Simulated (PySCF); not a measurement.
Predicted microwave data (PBE0-D3(BJ)/def2-SVP geometry optimisation, gas phase, def2 core potentials past Kr (PySCF)) for one isomer of C3H9Bi:

```
Rotational constants : A = 3254, B = 3244, C = 2800 MHz
Dipole components    : |μa| = 0.00 D, |μb| = 0.00 D, |μc| = 0.21 D
Inertial defect      : -130.59 u·Å²
κ                    : 0.96
```

Question: Which structure is it? (One computed conformer of each.)
A. BiH2(iPr), `[H][Bi]([H])[CH](C)C`
B. BiMe3 (`[CH3][Bi]([CH3])[CH3]`)

Answer: B. It is [CH3][Bi]([CH3])[CH3]. The candidates at the same level (rigid rotor, commonest isotopes):

| SMILES | A (MHz) | B (MHz) | C (MHz) | μa (D) | μb (D) | μc (D) | Δ (u·Å²) | point group | rotor |
| --- | --- | --- | --- | --- | --- | --- | --- | --- | --- |
| [H][Bi]([H])[CH](C)C | 7281 | 1774 | 1523 | 0.73 | 0.03 | 0.67 | -22.39 | near Cs | near-prolate asymmetric top |
| [CH3][Bi]([CH3])[CH3] | 3254 | 3244 | 2800 | 0.00 | 0.00 | 0.21 | -130.59 | near C3v | – |

`[H][Bi]([H])[CH](C)C` has A 124 % too high. No structure here is proved a minimum.
